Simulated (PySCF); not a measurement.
The group X on silaethenyl-X is varied. Gas-phase values, no solvent. One relaxed conformer stands for each flexible species; it need not be the lowest. Strings in code marks are SMILES.

These are PBE-D3(BJ)/def2-TZVP // PBE0-D3(BJ)/def2-TZVP (PySCF) values and carry that method's errors. Delta-SCF ions had no search for a lower state. Excitations are Tamm–Dancoff values on a coarser integration grid. The basis has no diffuse functions, so Rydberg states are missing or too high.

```csv
species,T1 excitation (TDA) (eV),LUMO (eV),S1 excitation (TDA) (eV),vertical ionisation energy (Delta-SCF) (eV),S1 oscillator strength
X = ethyl (`C=[SiH]CC` (C–Si–C–C torsion 1°)),2.91,-1.46,5.37,8.30,?
X = carboxy,2.35,-2.89,?,–,0.001
X = borono (`C=[SiH]B(O)O`),2.32,?,4.58,8.32,0.000
X = difluoromethyl (`C=[SiH]C(F)F` (C–Si–C–F torsion 11°)),?,-2.29,5.22,9.02,0.001
```

Complete the blanks.


- X = ethyl (`C=[SiH]CC` (C–Si–C–C torsion 1°)), S1 oscillator strength: 0.036
- X = carboxy, S1 excitation (TDA) (eV): 3.94
- X = borono (`C=[SiH]B(O)O`), LUMO (eV): -2.24
- X = difluoromethyl (`C=[SiH]C(F)F` (C–Si–C–F torsion 11°)), T1 excitation (TDA) (eV): 2.71
